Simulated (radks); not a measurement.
The numbers below are computed, except where a source is named.
Isoelectronic series with 15 electrons, each ion in its NIST ground configuration. Level of theory: scalar-relativistic Kohn-Sham, r2SCAN, spin-polarised, spherical densities, finite nucleus; open shells are filled with parallel spins first; meta-GGA in the generalised Kohn-Sham scheme; Fermi nuclear charge, rms radius of each element as measured or else 0.836 A^(1/3) + 0.57 fm (a radial shooting solver on a logarithmic mesh with Libxc functionals). Total energies (hartree) and mean radii <r> (bohr):

| ion | configuration | E (hartree) | 3p up | 3s down | 3s up | 2p down |
|---|---|---|---|---|---|---|
| P | [Ne] 3s2 3p3 | -342.10912 | 2.308 | 1.923 | 1.905 | 0.4845 |
| S+ | [Ne] 3s2 3p3 | -398.85288 | 1.865 | 1.658 | 1.638 | 0.4416 |
| Cl2+ | [Ne] 3s2 3p3 | -460.25761 | 1.585 | 1.459 | 1.440 | 0.4057 |
| Ar3+ | [Ne] 3s2 3p3 | -526.31947 | 1.385 | 1.305 | 1.288 | 0.3751 |
| K4+ | [Ne] 3s2 3p3 | -597.04069 | 1.234 | 1.181 | 1.167 | 0.3488 |
| Ca5+ | [Ne] 3s2 3p3 | -672.42691 | 1.115 | 1.080 | 1.068 | 0.3259 |
| Sc6+ | [Ne] 3s2 3p3 | -752.48604 | 1.017 | 0.9955 | 0.9846 | 0.3058 |
| Ti7+ | [Ne] 3s2 3p3 | -837.22776 | 0.9365 | 0.9236 | 0.9139 | 0.2880 |
| V8+ | [Ne] 3s2 3p3 | -926.66306 | 0.8679 | 0.8615 | 0.8529 | 0.2722 |
| Cr9+ | [Ne] 3s2 3p3 | -1020.80399 | 0.8090 | 0.8074 | 0.7997 | 0.2580 |
| Mn10+ | [Ne] 3s2 3p3 | -1119.66374 | 0.7578 | 0.7598 | 0.7529 | 0.2451 |
| Fe11+ | [Ne] 3s2 3p3 | -1223.25649 | 0.7128 | 0.7176 | 0.7113 | 0.2335 |
| Co12+ | [Ne] 3s2 3p3 | -1331.59721 | 0.6730 | 0.6798 | 0.6741 | 0.2229 |
| Cu14+ | [Ne] 3s2 3p3 | -1562.58719 | 0.6055 | 0.6150 | 0.6103 | 0.2044 |
| Zn15+ | [Ne] 3s2 3p3 | -1685.27086 | 0.5766 | 0.5871 | 0.5827 | 0.1962 |
| Ga16+ | [Ne] 3s2 3p3 | -1812.77124 | 0.5503 | 0.5615 | 0.5575 | 0.1886 |
| Ge17+ | [Ne] 3s2 3p3 | -1945.10769 | 0.5264 | 0.5381 | 0.5343 | 0.1816 |
| As18+ | [Ne] 3s2 3p3 | -2082.30084 | 0.5044 | 0.5165 | 0.5130 | 0.1751 |

Estimate the row of Ni13+ ([Ne] 3s2 3p3).

Answer. E (hartree) -1444.70204; 3p up 0.6374; 3s down 0.6458; 3s up 0.6406; 2p down 0.2133.
